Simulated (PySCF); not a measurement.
Choosing a molecule for a target property.

Each SMILES stands for a single optimised conformer of the isolated species, non-relativistic unless stated. Electronic properties by PySCF.

The conformers computed, where there is a choice (atom-mapped SMILES and torsion angles):
- `[CH3:1][c:2]1[cH:3][n:4][n:5]([CH:6]2[CH2:7][CH2:8][CH2:9]2)[n:10]1`: N4–N5–C6–C7 -54°
- `[CH2:1]=[CH:2][c:3]1[cH:4][n:5][n:6][n:7]1[CH2:8][CH2:9][CH3:10]`: C1–C2–C3–C4 3°, N6–N7–C8–C9 -98°, N7–C8–C9–C10 66°
- `[CH3:1][CH2:2][c:3]1[n:4][cH:5][n:6][c:7]([C:8]([F:9])([F:10])[F:11])[n:12]1`: C1–C2–C3–N4 179°, N6–C7–C8–F9 -26°
- `[CH3:1][C:2]([CH3:3])=[C:4]([CH3:5])[CH2:6][NH:7][CH:8]=[O:9]`: C2–C4–C6–N7 99°, C4–C6–N7–C8 -107°, C6–N7–C8–O9 -4°
- `[CH3:1][C@@H:2]1[O:3][C:4](=[O:5])[C:6](=[O:7])[O:8][C@H:9]1[C:10]([F:11])([F:12])[F:13]`: O8–C9–C10–F11 -166°
- `[CH3:1][O:2][CH2:3][S:4](=[O:5])(=[O:6])[CH2:7][O:8][CH3:9]`: C1–O2–C3–S4 -79°, O2–C3–S4–O5 -178°, C3–S4–C7–O8 -62°, S4–C7–O8–C9 -80°
- `[CH2:1]=[CH:2][CH2:3][C:4](=[S:5])[N:6]([CH3:7])[CH3:8]`: C1–C2–C3–C4 133°, C2–C3–C4–S5 101°, C3–C4–N6–C7 0°

**Question.** Wanted: dipole moment between 3.4 D and 4 D (PBE0/pcSseg-1) and HOMO energy above -6.7 eV (PBE0/pcSseg-1), at GFN2-xTB geometries. Which candidate meets both?
A. `C[C@@H]1OC(=O)C(=O)O[C@H]1C(F)(F)F`
B. `Cc1cnn(C2CCC2)n1`
C. `COCS(=O)(=O)COC`
D. `CCc1ncnc(C(F)(F)F)n1`
E. `CC(C)=C(C)CNC=O`
F. `C=Cc1cnnn1CCC`

**Answer.** E. Computed values:
| species | dipole moment | HOMO energy |
| --- | --- | --- |
| Cc1cnn(C2CCC2)n1 | 0.10 D | -7.09 eV |
| COCS(=O)(=O)COC | 2.17 D | -7.19 eV |
| CCc1ncnc(C(F)(F)F)n1 | 3.04 D | -8.37 eV |
| CC(C)=C(C)CNC=O | 3.69 D | -6.55 eV |
| C=Cc1cnnn1CCC | 4.60 D | -6.84 eV |
| C[C@@H]1OC(=O)C(=O)O[C@H]1C(F)(F)F | 4.82 D | -8.63 eV |

**Question.** Wanted: smallest rotational constant between 0.5 GHz and 0.76 GHz (GFN2-xTB) and HOMO–LUMO gap below 7 eV (PBE0/pcSseg-1), at GFN2-xTB geometries. Which candidate meets both?
A. `CCc1ncnc(C(F)(F)F)n1`
B. `N(C(CC=C)=S)(C)C`
C. `C(Cn1nncc1C=C)C`
D. `Cc1cnn(C2CCC2)n1`
E. `C[C@@H]1OC(=O)C(=O)O[C@H]1C(F)(F)F`

**Answer.** A. Computed values:
```csv
species,smallest rotational constant,HOMO–LUMO gap
C[C@@H]1OC(=O)C(=O)O[C@H]1C(F)(F)F,0.470 GHz,6.29 eV
CCc1ncnc(C(F)(F)F)n1,0.522 GHz,6.17 eV
Cc1cnn(C2CCC2)n1,0.721 GHz,7.21 eV
C(Cn1nncc1C=C)C,0.806 GHz,5.61 eV
N(C(CC=C)=S)(C)C,0.901 GHz,5.07 eV
```
